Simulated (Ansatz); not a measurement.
Two isomers of CH5GeNOS: A = `OC1[NH][GeH2][S]1`, B = `O[C]1(S)[NH][GeH2]1`.

Computed with Ansatz on PBE0-D4/def2-TZVP structures; ΔE is electronic, products minus reactants. CCSD(T)/CBS adds triple-zeta CCSD(T) − MP2 to the extrapolated MP2 energy (def2 sets, frozen cores). DFT in def2-TZVPP. B3LYP here is the variant with VWN-RPA as its local correlation; programs differ in this. For Ge outer-core shells are correlated without core-valence functions, which leaves a few kJ/mol of doubt a bond. Scalar relativity is left out up to krypton. One conformer a species, not always the lowest.

Question: Which is lower in electronic energy at CCSD(T)/CBS, and by how much? (An estimate is asked.)

Answer: Ansatz gave: A, by 39.8 kcal/mol.

Question: Give E(B) − E(A) in kcal/mol with CCSD/def2-TZVPP, MP2/def2-TZVPP, PBE-D4, B3LYP, ωB97M-V, CCSD(T)/def2-TZVPP, PBE0-D4. (Best estimate.)

Answer: The calculation gave: CCSD/def2-TZVPP 42.0, MP2/def2-TZVPP 40.7, PBE-D4 37.4, B3LYP 39.6, ωB97M-V 41.1, CCSD(T)/def2-TZVPP 40.7, PBE0-D4 41.0. None reverses the order clearly.

Largest T1 diagnostic: 0.013.

In def2-TZVPP, CCSD(T) changes the Hartree–Fock value by −8.2 kcal/mol (the triples alone add −1.3 kcal/mol) and MP2 by −8.2 kcal/mol. From PBE to PBE0 (25 % exact exchange), in def2-TZVPP and without D4, E(B) − E(A) moves by +3.7 kcal/mol.
